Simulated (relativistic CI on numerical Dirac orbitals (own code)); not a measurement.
Computed by Dirac-Coulomb-Breit CI, separate exchange-only KLI orbitals for each configuration, a model potential for QED, valence Slater integrals scaled by 0.85, P86 correlation energy added to each configuration (own radial code, finite nucleus).

Configuration list: 1s2, 1s.2s, 1s.2p, 1s.3s, 1s.3p, 1s.3d, 1s.4s, 1s.4p, 1s.4d, 1s.4f, 1s.5s, 1s.5p, 1s.5d, 1s.5f, 1s.5g, 1s.6s, 1s.6p, 1s.6d. Levels of other configurations are missing.

For a near-neutral ion this model can misplace configurations by up to about 10,000 cm⁻¹ (more where the count of f electrons changes) and terms by 10 to 25 % of their spread. Rates follow the energies as ν³ (E1, M1) or ν⁵ (E2), so they and the lifetimes can be off by large factors. The fine structure of a lone outer electron comes out too small, for d and f at times inverted, and misplaced configurations move strength between like terms. 2 of the 2 excited levels that our extract of the measured tables holds in this range could be paired (the sources list more); they are missed by 4646 cm⁻¹ on average and 5143 at most, and levels without a partner can miss by more.

Outline of the computed level scheme of Be III. Lowest level of each configuration: 1s2 1S_0 at 0.000 eV; 1s.2s 3S_1 at 117.914 eV; 1s.2p 3P°_1 at 121.328 eV; 1s.3s 3S_1 at 138.375 eV; 1s.3p 3P°_1 at 139.254 eV; 1s.3d 3D_2 at 139.443 eV; 1s.4s 3S_1 at 145.101 eV; 1s.4p 3P°_1 at 145.454 eV; 1s.4d 3D_2 at 145.555 eV.

Some strong electric-dipole decays among the lowest 27 levels: 1s.2p 1P°_1 → 1s2 1S_0 (1.3e+11 s⁻¹); 1s.3p 1P°_1 → 1s2 1S_0 (4.6e+10 s⁻¹); 1s.4p 1P°_1 → 1s2 1S_0 (2.2e+10 s⁻¹); 1s.3d 3D_3 → 1s.2p 3P°_2 (5.4e+09 s⁻¹); 1s.3d 1D_2 → 1s.2p 1P°_1 (5.2e+09 s⁻¹); 1s.3d 3D_2 → 1s.2p 3P°_1 (4.1e+09 s⁻¹); 1s.3d 3D_1 → 1s.2p 3P°_0 (3.0e+09 s⁻¹); 1s.3d 3D_1 → 1s.2p 3P°_1 (2.3e+09 s⁻¹).

Rates of lines that live on the mixing of spin multiplicities can be off by large factors.
